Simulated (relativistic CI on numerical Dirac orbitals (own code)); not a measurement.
What each ingredient does to the levels of Rh12+

Base calculation: Dirac-Coulomb-Breit CI, orbitals from a KLI potential per configuration, a model potential for QED, unscaled Slater integrals.

CI space (outside the closed core [Ar] 3d10): 4s2 4p3, 4s 4p4, 4p5, 4s2 4p2 4d, 4s 4p3 4d, 4s2 4p2 4f, 4s 4p3 4f, 4p4 4d, 4s 4p2 4d2, 4s2 4p2 5s, 4s2 4p 4d 4f, 4s2 4p2 5p, 4s2 4p 4d2, 4s2 4d3, 4s 4p 4d3, 4s2 4d2 4f, 4s 4p 4d2 4f, 4s2 4d2 5s, 4p3 4d2, 4p2 4d3, 4p2 4d2 4f, 4p2 4d2 5s. Double excitations out of closed p, d and f shells are left out; levels of such configurations are missing from the list, as are those of other unlisted configurations, and high levels can miss mixing partners. These lack a partner that the ground configuration has and come out too high: 4s2 4p2 5p.

Variants: (1) Breit term removed; (2) non-relativistic limit. Shifts of the energy above 4s2 4p3 4S°_3/2, in cm⁻¹, for the lowest level and the first level of each name with at least 55 % of one term (blank where a level changes its place among those of its configuration and J or its character, or is not in the variant):

| Level | Base | Δ(1) | Δ(2) |
| --- | --- | --- | --- |
| 4s2 4p3 4S°_3/2 | 0 | 0 | 0 |
| 4s2 4p3 2D°_3/2 | 36533 | +291 | -879 |
| 4s2 4p3 2D°_5/2 | 49863 | +490 | -14209 |
| 4s2 4p3 2P°_1/2 | 75056 | +455 | -14785 |
| 4s2 4p3 2P°_3/2 | 102137 | +1048 | -41866 |
| 4s 4p4 4P_5/2 | 280724 | +19 | -33455 |
| 4s 4p4 4P_3/2 | 304708 | +362 | -57439 |
| 4s 4p4 4P_1/2 | 310755 | +357 | -63486 |
| 4s 4p4 2D_3/2 | 349465 | +357 | -47495 |
| 4s 4p4 2D_5/2 | 358566 | +608 | -56596 |
| 4s2 4p2 4d 4F_3/2 | 436715 | +640 | -1824 |
| 4s2 4p2 4d 4F_5/2 | 446960 | +918 | -12069 |
| 4s2 4p2 4d 2F_5/2 | 462077 | +1095 |  |
| 4s2 4p2 4d 4F_7/2 | 464462 | +1349 | -29572 |
| 4s2 4p2 4d 4D_1/2 | 469675 | +1125 | -24649 |
| 4s2 4p2 4d 4D_3/2 | 471391 | +1148 | -26365 |
| 4s2 4p2 4d 4F_9/2 | 478582 | +1575 | -43691 |
| 4s2 4p2 4d 2G_7/2 | 520182 | +1729 | -39132 |
| 4s2 4p2 4d 4P_5/2 | 528426 | +1234 | -27221 |
| 4s2 4p2 4d 2G_9/2 | 529618 | +1895 | -48569 |
| 4s2 4p2 4d 2D_3/2 | 542325 | +1313 | -30923 |
| 4s2 4p2 4d 2D_5/2 | 560442 | +1409 | -49040 |

At this charge energies of transitions that change n are usually good to better than 1 %, and those within a shell (Δn = 0) to a few per cent.

Ionisation energy from the two ground configurations alone: base 277.311 eV; Breit term removed 277.411 eV. The NIST ASD value (theoretical) is 277 eV.

LS names give the leading component of a level, which can be under half, so a name can repeat, a term be missing and a line seem to break the LS rules.
